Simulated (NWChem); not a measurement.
## Basis-set dependence for hydronium (H3O (+1))

```
O
H 1 0.9860
H 1 0.9860 2 112.06
H 1 0.9860 2 112.06 3 -126.98
```
Charge +1, spin multiplicity 1.

The numbers come from NWChem runs, not from measurements. All single points use one geometry, from B3LYP/def2-SVP, a minimum by its harmonic frequencies.

Hartree-Fock energies in Ha, correlation energies in mHa.

The correlated methods keep 1 core orbital frozen. The Pople sets run with spherical d functions. Coupled-cluster values serve here as a point of comparison, not as the truth.

```
basis      functions        RHF     MP2  SCS-MP2    CCSD  CCSD+T(CCSD)  CCSD(T)  CR-CCSD[T]  CR-CCSD(T)    CCSDT
---------  ---------  ---------  ------  -------  ------  ------------  -------  ----------  ----------  -------
def2-SVP          29  -76.24576  -203.3   -201.1  -214.5        -217.8   -217.7      -217.4      -217.3   -217.9
6-311G**          36  -76.32992  -218.3   -215.8  -227.5        -232.3   -232.2      -231.7      -231.6   -232.3
def2-TZVP         49  -76.33815  -249.0   -247.4  -258.2        -264.7   -264.6      -263.9      -263.8  not run
def2-QZVP        147  -76.34566  -276.1   -276.9  -282.2       not run  not run      -289.4      -289.2  not run
```

From def2-TZVP to def2-QZVP the Hartree-Fock energy moves by -7.5 mHa and the MP2 correlation energy by -27.1 mHa, which is 10 % of its value in the larger set.
